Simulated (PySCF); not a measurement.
# Magnetic susceptibility: `C#CC1=C(Cl)C=CC1`, C7H5Cl

Geometry:
| atom | x (Å) | y (Å) | z (Å) |
| --- | --- | --- | --- |
| C1 | 3.040 | -0.183 | -0.482 |
| C2 | 1.856 | -0.066 | -0.302 |
| C3 | 0.480 | 0.062 | -0.092 |
| C4 | -0.281 | 1.182 | -0.172 |
| Cl5 | 0.264 | 2.759 | -0.559 |
| C6 | -1.659 | 0.867 | 0.119 |
| C7 | -1.759 | -0.444 | 0.378 |
| C8 | -0.417 | -1.088 | 0.271 |
| H9 | 4.072 | -0.278 | -0.640 |
| H10 | -2.446 | 1.598 | 0.116 |
| H11 | -2.649 | -0.990 | 0.630 |
| H12 | -0.109 | -1.553 | 1.210 |
| H13 | -0.397 | -1.866 | -0.495 |

Method used: GIAO PBE0/pcSseg-1 magnetisability, rotational g tensor and spin-rotation constants, non-relativistic, gas phase in PySCF 2.14.0. Geometry: GFN2-xTB.

(1) How diamagnetic is it, and how anisotropic?

(2) Split it along the inertial axes a, b, c into diamagnetic and paramagnetic parts about the centre of mass, with the quadrupole moment.

(3) And the rotational g tensor?

Results:

(1) Isotropic -1280 × 10⁻³⁰ J/T², or -77.1 × 10⁻⁶ cm³/mol; principal values -1571, -1154, -1114 × 10⁻³⁰ J/T², anisotropy 438 × 10⁻³⁰ J/T² (root of half the summed squared differences of the principal values). The susceptibility is in cgs units.

(2) 
```tsv
axis	χ (10⁻⁶ cm³/mol)	diamagnetic (10⁻⁶ cm³/mol)	paramagnetic (10⁻⁶ cm³/mol)	summed x² of all electrons (Å²)	quadrupole Θ (D Å)
a	-68.8	-661.1	592.3	156.6	+7.55
b	-67.9	-720.5	652.6	142.6	+0.67
c	-94.6	-1269.7	1175.1	13.2	-8.22
```
Anisotropies 2χaa − χbb − χcc = +24.9 and 2χbb − χaa − χcc = +27.7 × 10⁻⁶ cm³/mol. Θ is traceless in Buckingham's convention.

(3) 
```csv
axis,rotational constant (GHz),g,nuclear part,electronic part
a,2.0063,-0.0233,0.5350,-0.5583
b,1.9069,-0.0194,0.5653,-0.5847
c,0.9836,+0.0048,0.5478,-0.5430
```
Asymmetric top; isotopes 12C, 35Cl, 1H; no vibrational averaging.
